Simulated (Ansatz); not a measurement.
The Se1–H2 bond of FHSe (SMILES F[SeH]) is stretched (multiplicity 1, the rest rigid).
Geometry at rest (charge 0, multiplicity 1):
```xyz
3

Se    -0.11561    -0.22336     0.25953
H     -0.89958    -0.95500    -0.75749
F      0.53669     0.94992    -0.89627
```

Correlated levels freeze the cores. Filled d and f shells under p-block atoms count as core.

Codes used: Ansatz (Gaussian orbitals). Values without a source in brackets are computed.

FIC-MRCISD+Q on CASSCF(4,3)/cc-pVTZ, total energies (hartree):

| R (Å) | CASSCF | MRCISD | weight c² of the reference |
|---|---|---|---|
| 1.478 | -2499.928939 | -2500.308606 | 0.91116 |
| 2.586 | -2499.837614 | -2500.208229 | 0.91073 |
| 4.729 | -2499.817370 | -2500.185476 | 0.91134 |

Task: Add the Davidson correction (E_MRCISD − E_CASSCF)(1 − c²)/c² and give the energies above the first point at the three levels.

Result: 
Corrections (hartree): -0.037017, -0.036330, -0.035809. Above the first point (kcal/mol):
- R = 2.586 Å: CASSCF 57.3, MRCISD 63.0, with the correction 63.4
- R = 4.729 Å: CASSCF 70.0, MRCISD 77.3, with the correction 78.0

Doubts at one or more of the structures used: active orbitals that take no part (FIC-MRCISD+Q on CASSCF(4,3)/cc-pVTZ).

Ansatz is a first-principles code.
